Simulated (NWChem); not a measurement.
Program: NWChem. System: aminoborane (H$_{4}$BN), charge 0, spin multiplicity 1, at a geometry optimised with PBE0/def2-SVP. Level: RHF/def2-TZVP.

The NWChem input:

```
start mol
memory heap 200 mb stack 900 mb global 1100 mb
geometry units angstroms nocenter noautoz
  B      0.000000     0.000000     0.776169
  N      0.000000     0.000000    -0.611172
  H     -1.057459     0.000000     1.364498
  H      1.057459     0.000000     1.364498
  H      0.846359     0.000000    -1.165820
  H     -0.846359     0.000000    -1.165820
  symmetry group C2v
end
basis spherical
  * library def2-tzvp
end
scf
  rhf
  nopen 0
  maxiter 100
  thresh 1e-7
  semidirect memsize 60000000 filesize 0
end
task scf energy
```

Part of the output:

```
             Northwest Computational Chemistry Package (NWChem) 7.3.0
             --------------------------------------------------------

                                NWChem Input Module
                                -------------------

 Scaling coordinates for geometry "geometry" by  1.889725989
 (inverse scale =  0.529177249)

 Turning off AUTOSYM since
 SYMMETRY directive was detected!

                             Geometry "geometry" -> ""
                             -------------------------

 Output coordinates in angstroms (scale by  1.889725989 to convert to a.u.)

  No.       Tag          Charge          X              Y              Z
 ---- ---------------- ---------- -------------- -------------- --------------
    1 B                    5.0000     0.00000000     0.00000000     0.77616900
    2 N                    7.0000     0.00000000     0.00000000    -0.61117200
    3 H                    1.0000    -1.05745900     0.00000000     1.36449800
    4 H                    1.0000     1.05745900     0.00000000     1.36449800
    5 H                    1.0000     0.84635900     0.00000000    -1.16582000
    6 H                    1.0000    -0.84635900     0.00000000    -1.16582000

 Effective nuclear repulsion energy (a.u.)      32.1623911287

            Nuclear Dipole moment (a.u.)
            ----------------------------
        X                 Y               Z
 ---------------- ---------------- ----------------
     0.0000000000     0.0000000000    -0.0000056692

      Symmetry information
      --------------------

 Group name             C2v
 Group number             16
 Group order               4
 No. of unique centers     4

      Symmetry unique atoms

     1    2    3    5


 Summary of "ao basis" -> "" (spherical)
 ------------------------------------------------------------------------------
       Tag                 Description            Shells   Functions and Types
 ---------------- ------------------------------  ------  ---------------------
 *                         def2-tzvp                  on all atoms

 Summary of "ao basis" -> "ao basis" (spherical)
 ------------------------------------------------------------------------------
       Tag                 Description            Shells   Functions and Types
 ---------------- ------------------------------  ------  ---------------------
 B                         def2-tzvp                11       31   5s3p2d1f
 N                         def2-tzvp                11       31   5s3p2d1f
 H                         def2-tzvp                 4        6   3s1p

                                 NWChem SCF Module
                                 -----------------

  ao basis        = "ao basis"
  functions       =    86
  atoms           =     6
  closed shells   =     8
  open shells     =     0
  charge          =   0.00
  wavefunction    = RHF
  use symmetry    = T
  symmetry adapt  = T

 Summary of "ao basis" -> "ao basis" (spherical)
 ------------------------------------------------------------------------------
       Tag                 Description            Shells   Functions and Types
 ---------------- ------------------------------  ------  ---------------------
 B                         def2-tzvp                11       31   5s3p2d1f
 N                         def2-tzvp                11       31   5s3p2d1f
 H                         def2-tzvp                 4        6   3s1p

      Symmetry analysis of basis
      --------------------------

        a1         38
        a2          8
        b1         24
        b2         16

 Forming initial guess at       0.1s

      Superposition of Atomic Density Guess
      -------------------------------------

 Sum of atomic energies:         -80.84550147

      Non-variational initial energy
      ------------------------------

 Total energy =     -81.794111
 1-e energy   =    -171.003494
 2-e energy   =      57.046992
 HOMO         =      -0.385983
 LUMO         =       0.016126

      Symmetry analysis of molecular orbitals - initial
      -------------------------------------------------

  Numbering of irreducible representations:

     1 a1          2 a2          3 b1          4 b2

  Orbital symmetries:

     1 a1          2 a1          3 a1          4 a1          5 b1
     6 a1          7 b2          8 b1          9 b2         10 a1
    11 b1         12 a1         13 a1         14 a1         15 b1
    16 b2         17 b1         18 a1

 Starting SCF solution at       0.7s

 ----------------------------------------------
         Quadratically convergent ROHF

 Convergence threshold     :          1.000E-07
 Maximum no. of iterations :          100
 Final Fock-matrix accuracy:          1.000E-09
 ----------------------------------------------

              iter       energy          gnorm     gmax       time
             ----- ------------------- --------- --------- --------
                 1      -81.4942676134  6.74D-01  1.82D-01      0.8
                 2      -81.5221199219  2.84D-01  7.28D-02      0.8
                 3      -81.5270002258  9.55D-03  2.77D-03      0.9
                 4      -81.5270091576  6.35D-05  3.06D-05      1.1
                 5      -81.5270091584  7.81D-09  2.16D-09      1.3

       Final RHF  results
       ------------------

         Total SCF energy =    -81.527009158381
      One-electron energy =   -173.074576720658
      Two-electron energy =     59.385176433559
 Nuclear repulsion energy =     32.162391128718

        Time for solution =      0.6s

       Symmetry analysis of molecular orbitals - final
       -----------------------------------------------

  Numbering of irreducible representations:

     1 a1          2 a2          3 b1          4 b2

  Orbital symmetries:

     1 a1          2 a1          3 a1          4 a1          5 b1
     6 a1          7 b1          8 b2          9 b2         10 a1
    11 b1         12 a1         13 a1         14 b1         15 a1
    16 b2         17 b1         18 a1

             Final eigenvalues
             -----------------

              1
    1  -15.5569
    2   -7.5858
    3   -1.1595
    4   -0.7154
    5   -0.6823
    6   -0.5519
    7   -0.4601
    8   -0.4402
    9    0.1207
   10    0.1255
   11    0.1623
   12    0.1655
   13    0.2197
   14    0.2422
   15    0.2680
   16    0.2902
   17    0.3276
   18    0.4351

                       ROHF Final Molecular Orbital Analysis
                       -------------------------------------

 Vector    6  Occ=2.000000D+00  E=-5.518979D-01  Symmetry=a1
              MO Center= -2.1D-14,  2.8D-16,  8.3D-01, r^2= 1.9D+00
   Bfn.  Coefficient  Atom+Function         Bfn.  Coefficient  Atom+Function
  ----- ------------  ---------------      ----- ------------  ---------------
     8      0.266777  1 B  pz                39     -0.216608  2 N  pz
     4      0.188159  1 B  s                 42     -0.180685  2 N  pz
    64      0.165664  3 H  s                 70      0.165664  4 H  s
    11      0.162641  1 B  pz

 Vector    7  Occ=2.000000D+00  E=-4.601477D-01  Symmetry=b1
              MO Center= -1.2D-15,  1.5D-31,  1.0D+00, r^2= 1.9D+00
   Bfn.  Coefficient  Atom+Function         Bfn.  Coefficient  Atom+Function
  ----- ------------  ---------------      ----- ------------  ---------------
     6      0.276555  1 B  px                 9      0.229811  1 B  px
    64     -0.217035  3 H  s                 70      0.217035  4 H  s

 Vector    8  Occ=2.000000D+00  E=-4.402212D-01  Symmetry=b2
              MO Center= -9.2D-17, -1.5D-16, -4.6D-01, r^2= 1.1D+00
   Bfn.  Coefficient  Atom+Function         Bfn.  Coefficient  Atom+Function
  ----- ------------  ---------------      ----- ------------  ---------------
    38      0.382972  2 N  py                41      0.370628  2 N  py
    44      0.300001  2 N  py

 Vector    9  Occ=0.000000D+00  E= 1.206777D-01  Symmetry=b2
              MO Center= -6.9D-20,  3.0D-17,  9.5D-01, r^2= 4.8D+00
   Bfn.  Coefficient  Atom+Function         Bfn.  Coefficient  Atom+Function
  ----- ------------  ---------------      ----- ------------  ---------------
    13      1.022952  1 B  py                44     -0.472876  2 N  py
     7      0.189946  1 B  py                38     -0.161780  2 N  py

 Vector   10  Occ=0.000000D+00  E= 1.255161D-01  Symmetry=a1
              MO Center=  7.9D-17, -2.6D-17, -9.3D-01, r^2= 5.9D+00
   Bfn.  Coefficient  Atom+Function         Bfn.  Coefficient  Atom+Function
  ----- ------------  ---------------      ----- ------------  ---------------
    36      3.006516  2 N  s                  5     -1.641311  1 B  s
    77     -0.798955  5 H  s                 83     -0.798955  6 H  s
    14      0.713953  1 B  pz                11      0.649712  1 B  pz
     4     -0.239116  1 B  s                 22     -0.234376  1 B  d  0
    65      0.231287  3 H  s                 71      0.231287  4 H  s

 Vector   11  Occ=0.000000D+00  E= 1.622982D-01  Symmetry=b1
              MO Center= -2.8D-15,  1.3D-17, -3.2D-01, r^2= 7.9D+00
   Bfn.  Coefficient  Atom+Function         Bfn.  Coefficient  Atom+Function
  ----- ------------  ---------------      ----- ------------  ---------------
    12      2.025756  1 B  px                43     -1.255210  2 N  px
    65      1.140003  3 H  s                 71     -1.140003  4 H  s
    77      0.944398  5 H  s                 83     -0.944398  6 H  s
     9     -0.160710  1 B  px

 center of mass
 --------------
 x =   0.00000000 y =   0.00000000 z =   0.02519746

 moments of inertia (a.u.)
 ------------------
          65.529889952060           0.000000000000           0.000000000000
           0.000000000000          78.734960089179           0.000000000000
           0.000000000000           0.000000000000          13.205070137119

  Mulliken analysis of the total density
  --------------------------------------

    Atom       Charge   Shell Charges
 -----------   ------   -------------------------------------------------------
    1 B    5     4.90   0.91  1.07  0.48  0.45  0.04  0.93  0.76  0.11  0.06  0.07  0.01
    2 N    7     7.56   0.82  1.16  0.51  0.78  0.16  1.53  1.76  0.81  0.01  0.02  0.00
    3 H    1     1.02   0.26  0.53  0.23  0.01
    4 H    1     1.02   0.26  0.53  0.23  0.01
    5 H    1     0.74   0.26  0.40  0.05  0.04
    6 H    1     0.74   0.26  0.40  0.05  0.04

       Multipole analysis of the density wrt the origin
       ------------------------------------------------

     L   x y z        total         open         nuclear
     -   - - -        -----         ----         -------
     0   0 0 0     -0.000000      0.000000     16.000000

     1   1 0 0     -0.000000      0.000000      0.000000
     1   0 1 0     -0.000000      0.000000      0.000000
     1   0 0 1     -0.692214      0.000000     -0.000006

     2   2 0 0     -9.877711      0.000000     13.102543
     2   1 1 0     -0.000000      0.000000      0.000000
     2   1 0 1      0.000000      0.000000      0.000000
     2   0 2 0    -11.101559      0.000000      0.000000
     2   0 1 1     -0.000000      0.000000      0.000000
     2   0 0 2     -9.928198      0.000000     43.098790

 Task  times  cpu:        1.4s     wall:        1.4s

 Total times  cpu:        1.4s     wall:        1.4s
```
